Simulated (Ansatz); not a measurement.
Species: C6H11 (charge 0, doublet). It need not be the lowest isomer of its formula. 
Coordinates optimised at B3LYP-D3(BJ)/def2-TZVP (Ansatz, an electronic-structure program):
```
C
H 1 1.0961
C 1 1.5210 2 108.78
H 3 1.0923 1 111.37 2 -59.92
H 3 1.0923 4 107.72 1 -122.42
H 3 1.0934 4 107.80 5 -116.05
C 1 1.5375 2 107.78 3 -124.68
H 7 1.0910 1 112.69 2 46.77
H 7 1.0947 8 107.47 1 -120.22
C 7 1.5397 8 113.32 9 -121.32
H 10 1.0948 7 112.92 8 84.64
H 10 1.1010 11 105.68 7 120.77
C 10 1.4941 11 113.28 12 122.01
H 13 1.0809 10 124.22 11 -46.50
C 13 1.4914 14 124.38 10 -179.93
H 15 1.0951 13 113.57 14 -45.26
H 15 1.1026 16 105.70 13 -122.35
```
Charge 0, spin multiplicity 2.

Parts of the frozen-core correlation energy in cc-pwCVTZ (Ansatz, hartree). Frozen orbitals: 6; correlated occupied orbitals by spin: 18 and 17; virtual: 388 and 389. Open shells are spin-unrestricted. No spin-orbit coupling. No relativistic terms.

```json
[
 {"term": "reference (HF)", "value": "-233.65505"},
 {"term": "MP2 opposite-spin", "value": "?"},
 {"term": "MP2 same-spin", "value": "-0.23220"},
 {"term": "CCSD correlation", "value": "?"},
 {"term": "(T)", "value": "?"},
 {"term": "T1 diagnostic", "value": "0.011"},
 {"term": "largest doubles amplitude", "value": "0.014"},
 {"term": "<S^2> of the reference", "value": "0.765"}
]
```

Question: Fill in the missing entries.

Answer: 
- MP2 opposite-spin, value: -0.78443
- CCSD correlation, value: -1.07557
- (T), value: -0.04501
